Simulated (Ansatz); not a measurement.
Molecule: sum formula SiOCl3, charge -1, multiplicity 1. It need not be the lowest isomer of its formula. Whether it binds its extra electron was not tested at this geometry. 
Structure (B3LYP-D3(BJ)/def2-TZVP (Ansatz, a quantum-chemistry and plane-wave program) minimum search):
```
Si
O 1 1.5295
Cl 1 2.1204 2 116.41
Cl 1 2.1204 2 116.41 3 120.00
Cl 1 2.1204 2 116.41 4 120.00
```
Charge -1, spin multiplicity 1.

Total electronic energies in hartree. Cores are frozen in the correlated levels unless marked. Spin-orbit coupling is left out. Non-relativistic. Basis-set limits of correlation are two-point, X^-3; Hartree-Fock from the larger set. The bracket is a focal-point correction in the basis named.

| level | program | energy (Eh) |
|---|---|---|
| r2SCAN/def2-TZVPD | Ansatz | -1745.54489 |
| PBE0-D4/def2-TZVPD | Ansatz + dftd4 | -1745.04465 |
| HSE06/def2-TZVPD | Ansatz | -1745.00463 |
| CAM-B3LYP-D3(BJ)/def2-TZVPD | Ansatz + dftd3 | -1745.72608 |
| B2PLYP-D4/def2-TZVPD | Ansatz + dftd4 | -1745.14705 |
| B2PLYP/def2-TZVPD | Ansatz | -1745.14081 |
| MP2/aug-cc-pV(D+d)Z | Ansatz | -1743.35202 |
| MP2/cc-pVTZ | Ansatz | -1743.58067 |
| RI-MP2/CBS(aug-cc-pV(T+d)Z,aug-cc-pV(Q+d)Z)+[CCSD(T)-MP2]/aug-cc-pV(T+d)Z | Ansatz | -1743.8608 |

Totals of different functionals don't rank their quality; only differences between species are comparable.
